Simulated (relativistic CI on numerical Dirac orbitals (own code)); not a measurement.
## Hyperfine structure of Ir23+, mass number 191

Computed by Dirac-Coulomb-Breit CI, separate exchange-only KLI orbitals for each configuration, a model potential for QED, unscaled Slater integrals (own radial code, finite nucleus).

CI space (outside the closed core [Ar] 3d10 4p6 4d10): 4s²4f⁸, 4s²4f⁷5s, 4s²4f⁶5s², 4s²4f⁷6s, 4f¹⁰. Levels of other configurations are missing.

Nuclear spin I = 3/2, μ = 0.1502 μN, Q = 0.816 b (tables of Stone and Pyykkö). The electronic factors are computed for point nuclear moments, without core polarisation or the Bohr-Weisskopf and QED corrections.

| Level | E (cm⁻¹) | A (MHz) | B (MHz) |
| --- | --- | --- | --- |
| 4s²4f⁸ ⁷F6 | 0.0 | 172.1 | 4110 |
| 4s²4f⁸ ⁷F5 | 12900.5 | 142.1 | 1950 |
| 4s²4f⁸ ⁷F4 | 14456.7 | 163.7 | 436 |
| 4s²4f⁸ ⁷F3 | 21718.3 | 144.9 | -670 |
| 4s²4f⁸ ⁷F2 | 24313.2 | 149.5 | -1240 |
| 4s²4f⁸ ⁷F1 | 27702.3 | 144.9 | -1170 |
| 4s²4f⁸ ⁵D4 | 47728.1 | 134.8 | 458 |
| 4s²4f⁸ ⁵L10 | 59497.7 | 270.4 | -284 |

Levels with J = 0, under 50 % of one LS term, or S terms without an open s electron are left out. Small factors come from cancelling terms and can be off by tens of per cent or more.

At this charge energies of transitions that change n are usually good to better than 1 %, and those within a shell (Δn = 0) to a few per cent. Terms inside the open d or f shell come out 10 to 20 % too wide with unscaled integrals.

(1) Give the hyperfine levels of 4s²4f⁸ ⁷F6 relative to its centre of gravity.

Results:

(1) With K = F(F + 1) − I(I + 1) − J(J + 1), E = AK/2 + B[¾K(K + 1) − I(I + 1)J(J + 1)]/[2I(2I − 1)J(2J − 1)]: F = 9/2: -170.6, F = 11/2: -1796, F = 13/2: -1285, F = 15/2: 2578 MHz.

LS names give the leading component of a level, which can be under half, so a name can repeat, a term be missing and a line seem to break the LS rules.
